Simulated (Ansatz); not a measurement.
CH4OSeSn, SMILES `[Se]=C[O][SnH3]`, relaxed with RKS PBE-D4/def2-SVP in Ansatz 0.2.0 from a rough embedded geometry. The force threshold is 0.03 eV/Å; the program also tests the step.

Total charge 0; spin multiplicity 1. Sn: def2 effective core potential.

Start:

```xyz
8

Se   -0.070   -2.932    1.737
C    -0.384   -1.537    0.405
O     0.400   -0.452    0.751
Sn    0.250    1.267   -0.372
H    -1.025   -1.523   -0.487
H    -1.328    1.846   -0.385
H     0.815    0.886   -1.987
H     1.341    2.445    0.337
```

By how much does the energy fall, and how many steps does the optimiser take? (Estimate.)

The calculation gave: 0.75 eV, in 7 steps, 1 of them rejected.

Which bonds change most? (An estimate is asked.)

Computed: Se1–C2 from 1.954 to 1.782 Å; C2–O3 from 1.383 to 1.319 Å; Sn4–H6 from 1.681 to 1.723 Å; Sn4–H8 from 1.755 to 1.714 Å.

Give the relaxed structure. (Estimate.)

Computed: 
```xyz
8

Se   -0.195   -2.948    1.530
C    -0.271   -1.476    0.528
O     0.408   -0.376    0.789
Sn    0.260    1.304   -0.438
H    -0.923   -1.454   -0.380
H    -1.395    1.779   -0.392
H     0.782    0.797   -2.000
H     1.334    2.375    0.362
```
